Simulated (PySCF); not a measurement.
Compound: C5H11Ga.
SMILES with atom numbers: `[CH3:1][C@@H:2]1[CH2:3][CH2:4][CH2:5][GaH:6]1` (hydrogens: H7, H8, H9 on C1; H10 on C2; H11, H12 on C3; H13, H14 on C4; H15, H16 on C5; H17 on Ga6)

Method: PBE0-D3(BJ)/def2-SVP geometry optimisation, gas phase in PySCF 2.14.0; density fitting, grid level 1; the optimiser is geomeTRIC in internal coordinates, started from a GFN2-xTB structure with every atom displaced at random (about 0.01 Å).

Step 0: E = -57718.3834 eV
```
atom  x, y, z in Å  |  force x, y, z in eV/Å
C1      1.9948   -0.2711   -0.6264   -1.174   1.925   0.278
C2      1.0331    0.0697    0.5365   -0.193   0.116  -0.122
C3     -0.1294   -0.9417    0.6477    0.965   0.186   0.380
C4     -1.2293   -0.6409   -0.3282   -2.232  -0.167   0.593
C5     -1.8725    0.7396   -0.0733    1.373   0.043   0.621
Ga6    -0.1279    1.7742    0.2954   -0.080  -0.230   0.090
H7      2.4680   -1.2160   -0.4856    0.571  -1.179   0.135
H8      1.4472   -0.2698   -1.5796    0.102  -0.173  -0.177
H9      2.7550    0.5206   -0.6945    0.210  -0.143  -0.126
H10     1.6289    0.0457    1.4714   -0.203   0.247  -0.111
H11    -0.5229   -0.9011    1.6832   -0.091  -0.122  -0.161
H12     0.2574   -1.9577    0.4860   -0.005  -0.264   0.067
H13    -0.8982   -0.6656   -1.3553    0.457  -0.241  -0.736
H14    -2.0332   -1.4219   -0.2263    0.534   0.272  -0.255
H15    -2.5349    0.6976    0.8106    0.134   0.134   0.034
H16    -2.4717    1.0943   -0.9032   -0.256   0.238  -0.473
H17     0.2076    3.3627    0.3605   -0.112  -0.643  -0.036
```

Step 1: E = -57718.6100 eV
```
atom  x, y, z in Å  |  force x, y, z in eV/Å
C1      1.9411   -0.1700   -0.6132    0.040  -0.156   0.108
C2      0.9808    0.0766    0.5539    0.140  -0.271   0.107
C3     -0.1305   -0.9836    0.6611    0.030   0.060  -0.138
C4     -1.2822   -0.6801   -0.3119   -0.036   0.111   0.019
C5     -1.8011    0.7519   -0.0820   -0.203  -0.062  -0.277
Ga6    -0.1089    1.7125    0.2818   -0.088  -0.293   0.063
H7      2.4928   -1.1293   -0.4931   -0.165   0.205  -0.076
H8      1.4197   -0.2116   -1.5840    0.011  -0.056  -0.030
H9      2.6909    0.6309   -0.6902    0.089   0.015  -0.017
H10     1.5712    0.0855    1.4857   -0.017   0.092  -0.010
H11    -0.5388   -0.9725    1.6874   -0.011  -0.038   0.020
H12     0.2679   -2.0003    0.4967   -0.008  -0.055  -0.024
H13    -0.9159   -0.7570   -1.3542   -0.005  -0.086   0.097
H14    -2.0837   -1.4336   -0.2131    0.034   0.019  -0.001
H15    -2.4555    0.7920    0.8091    0.043   0.028   0.010
H16    -2.4088    1.1235   -0.9285    0.101  -0.015   0.159
H17     0.3333    3.1836    0.3135    0.049   0.503  -0.011
```

**Question.** Estimate the geometry and energy of step 2. (The exact step hangs on the optimiser's Hessian estimate; all steps are aligned on step 1, rigid shifts and turns removed.)

**Answer.** E = -57718.6289 eV, largest force 0.132 eV/Å
```
atom  x, y, z in Å  |  force x, y, z in eV/Å
C1      1.9415   -0.1761   -0.6118   -0.002   0.033   0.025
C2      0.9866    0.0729    0.5590    0.032  -0.092   0.012
C3     -0.1265   -0.9869    0.6577    0.009   0.079  -0.004
C4     -1.2803   -0.6798   -0.3104   -0.024   0.091   0.007
C5     -1.8019    0.7513   -0.0885   -0.029  -0.058  -0.099
Ga6    -0.1135    1.7229    0.2901    0.113   0.040   0.037
H7      2.4767   -1.1373   -0.4992   -0.033   0.010  -0.014
H8      1.4179   -0.2190   -1.5821   -0.001  -0.006  -0.003
H9      2.7051    0.6140   -0.6954    0.009  -0.018   0.004
H10     1.5767    0.0877    1.4902   -0.018   0.052  -0.003
H11    -0.5351   -0.9842    1.6847    0.008  -0.032   0.012
H12     0.2664   -2.0062    0.4858    0.002   0.007  -0.021
H13    -0.9116   -0.7719   -1.3480   -0.012  -0.030   0.001
H14    -2.0796   -1.4333   -0.2081   -0.003  -0.005   0.016
H15    -2.4546    0.7954    0.8030    0.021   0.012   0.022
H16    -2.4051    1.1265   -0.9298    0.019   0.012   0.014
H17     0.3095    3.2424    0.3220   -0.092  -0.094  -0.006
```

The energy changes by -0.0189 eV. The first-order estimate −F·Δx gives -0.0382 eV and the mean of the old and new forces, exact on a quadratic surface, -0.0190 eV. The step makes an angle of 57° with the force vector and moves no atom by more than 0.064 Å.

The cost below is that of the whole optimisation. On one thread of an Arm Neoverse N1, shared host with 64 logical CPUs at a one-minute load of 58, this took 2.6 min of wall time and 0.71 GiB of memory at its peak.
